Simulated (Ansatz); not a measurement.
**Worked example: GaH(CH3)F + Sn(CH3)(SH) → GaH(CH3)(SH) + Sn(CH3)F**

Species: GaH(CH3)F, singlet; Sn(CH3)(SH), singlet; GaH(CH3)(SH), singlet; Sn(CH3)F, singlet. The partners trade F for SH: Ga–F and Sn–SH bonds give way to Ga–SH and Sn–F.

Shapes, held fixed at every level: PBE0-D4/def2-TZVP. Flexible molecules stand in one conformer, not always the lowest. Programs: Ansatz 0.2.0. Electronic energies: no zero-point or thermal term.

At CCSD(T)/def2-TZVPP; 1 Eh = 2625.50 kJ/mol:

| species | energy (Eh) |
| --- | --- |
| GaH(CH3)F | -2063.687251 |
| Sn(CH3)(SH) | -651.856818 |
| GaH(CH3)(SH) | -2362.273938 |
| Sn(CH3)F | -353.267349 |

Task: Work out ΔE of the reaction at this level.

Result: 
1. Products less reactants: (-2362.273938) + (-353.267349) − [(-2063.687251) + (-651.856818)] = 0.002782 Eh = +7.3 kJ/mol.

Other levels give +3.8 (PBE-D4/def2-TZVPP) to +15.4 kJ/mol (CCSD(T)/def2-SVP). No measured value is set beside it here. For atoms past krypton def2 sets carry core potentials with scalar relativity. Relativity is left out for Ga. Outer-core shells of Ga, Sn are correlated in most correlated rows, in sets that cover them unevenly.
